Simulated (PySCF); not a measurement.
Electronic structure of Ni³⁺ (nickel, charge +3) at the UHF level

Configuration: [Ar] 3d7, high-spin 4F determinant. Calculation: PySCF 2.14, in cc-pVDZ-DK; the spin-free X2C one-electron Hamiltonian (Gaussian nucleus).

```json
{
  "Total energy": "-1517.032761 hartree",
  "One-electron energy": "-2069.4238 hartree",
  "Hartree (Coulomb) energy": "614.0397 hartree",
  "Exchange energy": "-61.6487 hartree",
  "⟨S²⟩": "3.7530",
  "⟨L²⟩": "12.023",
  "Sum of ⟨r⟩": "14.20 bohr",
  "Sum of ⟨r²⟩": "12.91 bohr²",
  "Langevin diamagnetic susceptibility": "-10.2 ×10⁻⁶ cm³/mol",
  "Time after the integrals": "0.12 s of wall time on 1 thread of Intel(R) Xeon(R) Platinum 8559C (shared host)"
}
```

```
shell  electrons  mean orbital energy (eV)  spread (eV)  rms radius, mean of both spins (bohr)
 1s α          1                   -8441.8            0                                 0.0624
 1s β          1                   -8441.8            0                                 0.0624
 2s α          1                   -1092.7            0                                  0.265
 2s β          1                   -1089.3            0                                  0.265
 2p α          3                   -941.99            0                                  0.238
 2p β          3                   -938.63            0                                  0.238
 3s α          1                   -179.93            0                                  0.790
 3s β          1                   -171.56            0                                  0.790
 3p α          3                   -134.29            0                                  0.836
 3p β          3                   -124.23            0                                  0.836
 3d α          5                   -60.400        1.540                                  0.999
 3d β          2                   -56.338            0                                  0.999
```

Densities and radii are taken from the X2C orbitals without a picture-change correction, which distorts them close to the nucleus.
